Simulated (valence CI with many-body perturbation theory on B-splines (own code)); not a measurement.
**Bi60+: magnetic and hyperfine properties of the levels**

Calculated by relativistic CI+MBPT: five valence electrons over a frozen Dirac-Fock core [Ar], a basis of 7 s, 7 p, 8 d, 6 f, 4 g, 1 h functions for each j, with the one-electron correlation potential Σ1, the two-electron term Σ2, the three-electron term Σ3, Breit, model QED; selected CI, second order for the rest, scaled by the run's own slope (own B-spline code, finite nucleus).

No measured spectrum was set against this ion. As an estimate, large intervals hold to a few tenths of a per cent, small ones and those within an open d or f shell to about a per cent. Excitations out of the core, of the other parity, are not computed and may begin above about 292 eV (a cautious bound); beyond it only levels of the ground parity were kept, without lifetimes. Only levels of the ground parity were solved; by the run's estimate the other parity begins above the list, which can be wrong where configurations are misplaced.

A/g_I is the dipole constant over the nuclear g factor μ/I (μ in nuclear magnetons, uniformly magnetised nucleus), B/Q the quadrupole constant per barn. Both hold the static response of the core; the bare values leave it out. Large factors of s and p1/2 electrons are usually good to 5 to 10 %; those of open d and f shells near neutrality can be off by tens of per cent, and small factors of p3/2, d and f electrons come from cancelling terms and can be off by a factor of two or in sign, in half-filled shells by more. B is blank for J = 1/2, where it vanishes, and for nearly pure S terms. Energies count from the lowest level.

Levels are named by their leading jj configuration (3d3/2^4 stands for four electrons in 3d with j = 3/2), which in mixed levels can hold well under half, so a name can repeat and another be missing. Letters in brackets count levels of one name in rising energy.

| Level | E (Ry) | g | A/g_I (MHz) | A/g_I bare | B/Q (MHz/b) | B/Q bare |
| --- | --- | --- | --- | --- | --- | --- |
| (3d3/2^4 3d5/2) J=5/2 | 0.000 | 1.239 | 56500 | 57800 | 112000 | 112000 |
| (3d3/2^3 3d5/2^2) J=5/2 [a] | 7.946 | 1.318 | 33000 | 34700 | 38000 | 38100 |
| (3d3/2^3 3d5/2^2) J=7/2 [a] | 8.888 | 1.157 | 65400 | 66300 | 117000 | 118000 |
| (3d3/2^3 3d5/2^2) J=11/2 | 8.955 | 1.088 | 85500 | 86100 | -7530 | -7920 |
| (3d3/2^3 3d5/2^2) J=3/2 [a] | 9.084 | 1.121 | 85700 | 86500 | 96900 | 97600 |
| (3d3/2^3 3d5/2^2) J=9/2 | 9.482 | 1.123 | 75900 | 76700 | 121000 | 122000 |
| (3d3/2^3 3d5/2^2) J=5/2 [b] | 9.844 | 1.120 | 78100 | 78900 | -10900 | -10900 |
| (3d3/2^3 3d5/2^2) J=7/2 [b] | 10.197 | 1.060 | 93100 | 93700 | -131000 | -132000 |
| (3d3/2^3 3d5/2^2) J=1/2 | 10.259 | 1.738 | -45300 | -41800 |  |  |
| (3d3/2^3 3d5/2^2) J=3/2 [b] | 11.811 | 0.802 | 148000 | 147000 | -131000 | -132000 |
| (3d3/2^2 3d5/2^3) J=5/2 [a] | 16.733 | 1.324 | 23000 | 24600 | 5000 | 5050 |
| (3d3/2^2 3d5/2^3) J=11/2 | 17.477 | 1.087 | 82900 | 83500 | 1370 | 1390 |
| (3d3/2^2 3d5/2^3) J=7/2 [a] | 17.490 | 1.204 | 55200 | 56400 | -3470 | -3500 |
| (3d3/2^2 3d5/2^3) J=9/2 [a] | 17.663 | 1.136 | 71400 | 72300 | -8410 | -8480 |
| (3d3/2^2 3d5/2^3) J=13/2 | 17.872 | 1.062 | 89600 | 90100 | -73.6 | -62.8 |
| (3d3/2^2 3d5/2^3) J=1/2 [a] | 18.162 | 0.413 | 247000 | 244000 |  |  |
| (3d3/2^2 3d5/2^3) J=3/2 [a] | 18.252 | 1.153 | 69200 | 70100 | 1930 | 1910 |
| (3d3/2^2 3d5/2^3) J=5/2 [b] | 18.314 | 1.018 | 99300 | 99700 | -7880 | -7900 |
| (3d3/2^2 3d5/2^3) J=9/2 [b] | 18.745 | 1.092 | 82200 | 82900 | 2060 | 2080 |
| (3d3/2^2 3d5/2^3) J=7/2 [b] | 18.948 | 0.976 | 110000 | 110000 | -2090 | -2110 |
| (3d3/2^2 3d5/2^3) J=3/2 [b] | 19.156 | 0.856 | 137000 | 137000 | 7540 | 7650 |
| (3d3/2^2 3d5/2^3) J=5/2 [c] | 19.180 | 1.045 | 92900 | 93400 | 7500 | 7510 |
| (3d3/2^2 3d5/2^3) J=7/2 [c] | 19.716 | 1.022 | 99600 | 100000 | 2040 | 2050 |
| (3d3/2^2 3d5/2^3) J=1/2 [b] | 19.740 | 1.737 | -65100 | -61800 |  |  |
| (3d3/2^2 3d5/2^3) J=9/2 [c] | 20.476 | 1.100 | 80200 | 80900 | 25900 | 26200 |
| (3d3/2^2 3d5/2^3) J=3/2 [c] | 21.808 | 1.172 | 64100 | 65100 | -21800 | -22000 |
| (3d3/2^2 3d5/2^3) J=5/2 [d] | 22.190 | 1.169 | 64000 | 65000 | 19500 | 19700 |
| (3d3/2 3d5/2^4) J=5/2 [a] | 26.424 | 1.248 | 37700 | 39000 | -45800 | -45900 |
| (3d3/2 3d5/2^4) J=7/2 [a] | 27.209 | 1.171 | 63700 | 64700 | -131000 | -132000 |
| (3d3/2 3d5/2^4) J=11/2 | 27.290 | 1.067 | 86700 | 87200 | 6390 | 6780 |
| (3d3/2 3d5/2^4) J=3/2 [a] | 27.484 | 1.007 | 92200 | 92500 | -101000 | -102000 |
| (3d3/2 3d5/2^4) J=9/2 | 27.917 | 1.110 | 76700 | 77400 | -141000 | -142000 |
| (3d3/2 3d5/2^4) J=5/2 [b] | 28.329 | 1.104 | 77900 | 78600 | 23000 | 23100 |
| (3d3/2 3d5/2^4) J=7/2 [b] | 28.629 | 1.019 | 96600 | 96900 | 149000 | 150000 |
| (3d3/2 3d5/2^4) J=1/2 | 29.195 | 1.390 | -27700 | -25900 |  |  |
| (3d3/2 3d5/2^4) J=3/2 [b] | 30.627 | 0.847 | 146000 | 145000 | 148000 | 149000 |
| (3d5/2^5) J=5/2 | 36.810 | 1.154 | 61100 | 62000 | -140000 | -141000 |

**Question.** Take the isotope of mass number 207, with I = 9/2, μ = 4.0729 μN, leaving out the quadrupole term. What is the hyperfine structure of (3d3/2^3 3d5/2^2) J=7/2 [a]?

**Answer.** From the table A = 59200 MHz. Shifts from the centre of gravity in MHz: F = 1: -1140000, F = 2: -1020000, F = 3: -844000, F = 4: -607000, F = 5: -311000, F = 6: 44400, F = 7: 459000, F = 8: 932000.
